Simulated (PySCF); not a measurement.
A PySCF script (with the pyscf-properties extension) for the NMR shieldings of `InChI=1S/C2H14AsNOSi3/c1-4(2)8(5)3(6)7/h5,8H,1-2,6-7H3/t8-/m1/s1`, on a PBE0-D3(BJ)/def2-SVP geometry:

```python
import basis_set_exchange as bse
import numpy as np
from pyscf import gto, dft
from pyscf.prop import nmr

atoms = """
C    -2.835282   -0.274793    0.614442
N    -1.710456   -0.468756   -0.270995
C    -1.951776   -1.396824   -1.344131
Si   -0.165971    0.125190    0.226414
O    -0.260806    1.747011    0.617668
As    1.357154   -0.183737   -1.559191
Si    2.256992   -2.184883   -0.691437
Si    2.944379    1.193305   -0.470010
H    -3.127805   -1.205394    1.139830
H    -3.721522    0.082234    0.057078
H    -2.600284    0.485732    1.374577
H    -1.084134   -1.450343   -2.018909
H    -2.820734   -1.081860   -1.951778
H    -2.159373   -2.422971   -0.981173
H     0.337043   -0.469293    1.500078
H    -0.623917    2.313378   -0.071299
H     2.568312   -2.106006    0.769520
H     1.267728   -3.283884   -0.913929
H     3.511757   -2.502158   -1.437369
H     4.303969    0.809769   -0.960039
H     2.911285    1.047379    1.016777
H     2.677926    2.614378   -0.839984
"""
names = dict.fromkeys(["C", "N", "Si", "O", "As", "H"], "pcSseg-1")
basis = {el: gto.basis.parse(bse.get_basis(n, elements=[el], fmt="nwchem")) for el, n in names.items()}
mol = gto.M(atom=atoms, basis=basis, charge=0, verbose=0)
mf = dft.RKS(mol, xc="PBE0")
mf.grids.level = 2
mf.grids.alignment = dft.numint.BLKSIZE   # the property module wants whole blocks of grid points
mf.conv_tol = 1e-9
mf.kernel()

calc = nmr.RKS(mf)   # GIAO
C = mf.mo_coeff
Co = C[:, mf.mo_occ > 0]
resp = mf.gen_response(singlet=True, hermi=2)
def vind(x):   # induced exchange potential for any number of trial vectors
    d = np.einsum("pi,xij,qj->xpq", C, 2 * x.reshape(-1, C.shape[1], Co.shape[1]), Co, optimize=True)
    return np.einsum("xpq,pi,qj->xij", resp(d - d.transpose(0, 2, 1)), C, Co, optimize=True).ravel()
mo1, _ = nmr.rhf.solve_mo1(calc, with_cphf=vind)
sigma = calc.kernel(mo1)
for i, s in enumerate(sigma):   # ppm
    w = np.linalg.eigvalsh((s + s.T) / 2)
    print("%2d %-2s iso %8.1f  s11 %8.1f  s22 %8.1f  s33 %8.1f" % (i, mol.atom_pure_symbol(i), w.mean(), *w))
```

Problem. What are the results?

Solution. 
```
 0 C  iso    147.4  s11    120.5  s22    137.2  s33    184.6
 1 N  iso    221.1  s11    180.6  s22    216.5  s33    266.2
 2 C  iso    145.6  s11    125.7  s22    129.6  s33    181.6
 3 Si iso    343.3  s11    311.1  s22    335.6  s33    383.2
 4 O  iso    267.4  s11    237.6  s22    262.8  s33    301.7
 5 As iso   2125.0  s11   1982.3  s22   2150.7  s33   2242.0
 6 Si iso    423.9  s11    387.2  s22    417.1  s33    467.3
 7 Si iso    423.3  s11    395.2  s22    413.8  s33    461.0
 8 H  iso     28.9  s11     24.0  s22     26.1  s33     36.6
 9 H  iso     29.0  s11     24.2  s22     26.2  s33     36.5
10 H  iso     28.1  s11     22.5  s22     27.6  s33     34.3
11 H  iso     28.2  s11     21.5  s22     30.7  s33     32.4
12 H  iso     29.0  s11     24.7  s22     25.9  s33     36.2
13 H  iso     28.9  s11     24.8  s22     26.1  s33     35.9
14 H  iso     26.1  s11     22.8  s22     25.0  s33     30.7
15 H  iso     30.5  s11     24.5  s22     25.3  s33     41.7
16 H  iso     27.4  s11     23.6  s22     25.3  s33     33.2
17 H  iso     27.2  s11     22.6  s22     25.5  s33     33.6
18 H  iso     27.2  s11     23.0  s22     24.4  s33     34.2
19 H  iso     27.3  s11     23.0  s22     24.7  s33     34.1
20 H  iso     27.2  s11     23.4  s22     25.4  s33     32.7
21 H  iso     27.2  s11     22.9  s22     24.6  s33     34.2
```

These numbers come from an equivalent density-fitted implementation of the same equations, which agrees with the script to about 0.01 ppm for H and up to a few tenths of a ppm for heavy atoms, so last digits may differ.

Problem. Turn these shieldings into chemical shifts. Shifts are taken against calculated references (same method and geometry level): ¹³C (σref 184.41), ²⁹Si (σref 351.99), ¹H (σref 31.27) vs TMS; ¹⁵N (σref 265.67) vs NH3; ¹⁷O (σref 334.56) against H2O; AsH3 for ⁷⁵As (σref 1910.42).

Solution. Averaging equivalent atoms: C 0/2: 37.9; N 1: 44.6; Si 3: 8.7; Si 6/7: -71.6; O 4: 67.2; As 5: -215; H 14: 5.13; H 16/17/18/19/20/21: 4.03; H 8/9/10/11/12/13: 2.59; H 15: 0.79 ppm. Experimental scales use liquid or dissolved standards, which lie at an offset from isolated NH3 (liquid NH3: subtract about 20 ppm) and H2O (liquid H2O: subtract about 36 ppm).

Relativistic effects, spin–orbit coupling among them, are left out; they matter for As and for the light atoms bonded to it.

Size and cost of the density-fitted run: 251 basis functions, 87 s wall time on 1 thread of an Arm Neoverse V1, shared host.
